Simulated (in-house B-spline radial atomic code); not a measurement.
**RPA correlation on PBE0: Cr II (Cr+)**

Configuration [Ar] 3d5, highest spin, mean-field start PBE0. Computed with a B-spline radial code for spherical atoms: all electrons, non-relativistic, point nucleus, each spin shell either full or empty, empty states to l = 9 with an (l + 1/2)⁻⁴ tail; G0W0 by contour deformation at full frequency.

The highest G0W0 level has too low a weight to be given.

Command:
```bash
python run_gw.py task.json out
```
Settings (radii: box in bohr, nucleus in fm):
```
Z                        24
electrons                23
configuration            [Ar] 3d5
hamiltonian              nr
method                   pbe0
lmax                     9
spin_polarised           True
box_radius               23.78
intervals                52
```

Run time, properties included: 3.3 s on 1 thread of Arm Neoverse N1, with other jobs on the host.

Energies (hartree):

```tsv
term	value
mean-field total	-1043.99882
Hartree-Fock functional on these orbitals	-1043.12914
direct second order	-1.7716
second-order exchange	0.58553
SOSEX correction	0.52648
```

Question: What is the RPA correlation energy, and what remains with SOSEX?

Answer: RPA gives -1.5063 hartree (-1.78 eV per electron); RPA + SOSEX gives -0.97978, and the second-order doubles -1.1861 hartree (no singles). RPA lacks exchange-type terms and so overcorrelates at short range.
